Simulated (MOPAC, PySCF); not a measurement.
[Ti(Cl)3(OH)], neutral singlet in the gas phase. 

Cartesian coordinates (Å):
```xyz
6

Ti    -0.0242     0.0960     0.0047
Cl     2.1142    -0.3057    -0.2625
Cl    -0.5706     1.9128    -1.0933
Cl    -1.1911    -1.5985    -0.7513
O     -0.3638     0.3188     1.6929
H     -0.5584     0.4406     2.6375
```
Charge 0, multiplicity 1.

All levels are single points at this geometry (BP86-D3(BJ)/def2-SVP); Pople sets use spherical d functions. Orbital energies aren't observables, and empty levels follow the basis.

B3LYP/6-31G* (LANL2DZ on Ti) in PySCF gives gap (eV) = 5.24.

**Question.** Estimate the gap (eV) from each of these levels: B3LYP-D3(BJ)/def2-TZVP in PySCF; TPSSh-D3(BJ)/def2-TZVP in PySCF; BP86/6-31G* (LANL2DZ on Ti) in PySCF; HF/6-31G* (LANL2DZ on Ti) in PySCF; PM7 in MOPAC.

**Answer.** 
| level | gap (eV) |
|---|---|
| B3LYP-D3(BJ)/def2-TZVP in PySCF | 5.47 |
| TPSSh-D3(BJ)/def2-TZVP in PySCF | 4.78 |
| BP86/6-31G* (LANL2DZ on Ti) in PySCF | 3.68 |
| HF/6-31G* (LANL2DZ on Ti) in PySCF | 12.21 |
| PM7 in MOPAC | 9.16 |
